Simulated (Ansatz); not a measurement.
`CB(C)[SeH]` + H–F → `CB(C)F` + H₂Se at 600 K and 1 bar (ligand exchange at a B–Se bond).

Gas-phase electronic energies from Ansatz, PBE0-D4/def2-TZVP geometries. CBS: MP2 limit from def2 TZ/QZ plus the TZ coupled-cluster correction, frozen cores. This one scheme is used for every species. For Se outer-core shells are correlated without core-valence functions, which leaves a few kJ/mol of doubt a bond. Scalar relativity is left out up to krypton. One conformer a species, not always the lowest.

```json
{"species": "`CB(C)[SeH]`", "CCSD(T)/CBS energy (Eh)": "-2505.86300", "H − E (kJ/mol)": "283.9", "S (J/(mol·K))": "430.1"}
{"species": "H–F", "CCSD(T)/CBS energy (Eh)": "-100.39570", "H − E (kJ/mol)": "42.3", "S (J/(mol·K))": "194.0"}
{"species": "`CB(C)F`", "CCSD(T)/CBS energy (Eh)": "-204.38401", "H − E (kJ/mol)": "260.4", "S (J/(mol·K))": "388.7"}
{"species": "H₂Se", "CCSD(T)/CBS energy (Eh)": "-2401.89790", "H − E (kJ/mol)": "57.0", "S (J/(mol·K))": "244.8"}
```

H − E and S are ideal-gas, rigid-rotor, harmonic terms from PBE0-D4/def2-TZVP, for one conformer and one mirror image of each species. 1 Eh = 2625.50 kJ/mol, R = 8.31446 J/(mol·K).

Problem. By hand: ΔE, ΔH, ΔS and ΔG.

Solution. ΔE = (-204.38401) + (-2401.89790) − (-2505.86300) − (-100.39570) = -0.02321 Eh = -60.9 kJ/mol. Δ(H − E) = 260.4 + 57.0 − 283.9 − 42.3 = -8.8, so ΔH = -69.7 kJ/mol. ΔS = 388.7 + 244.8 − 430.1 − 194.0 = 9.4 J/(mol·K). ΔG = -69.7 − 600 × (9.4)/1000 = -75.3 kJ/mol.

Problem. By hand: the equilibrium constant, and the temperature at which ΔG would vanish if ΔH and ΔS stayed fixed.

Solution. log₁₀ K = −ΔG/(RT ln 10) = 6.6. ΔH and −TΔS have one sign here, so there is no such temperature.

The number of gas molecules stays the same, so ΔS is small and ΔH decides. A doubt of 5 kJ/mol in ΔE shifts log₁₀ K by 0.4 here. Other conformers and mirror images would add mixing entropy, several J/(mol·K) or more a flexible species. Modes under 60 cm⁻¹, often nearly free rotors, make the harmonic entropy too high. These are equilibria of isolated gas molecules and say nothing of rates. Largest T1 diagnostic: 0.011 (customary marks: 0.02 for closed shells, 0.045 for open ones).

ΔS is within the doubt of such terms, so its sign, and with it that verdict, could turn.
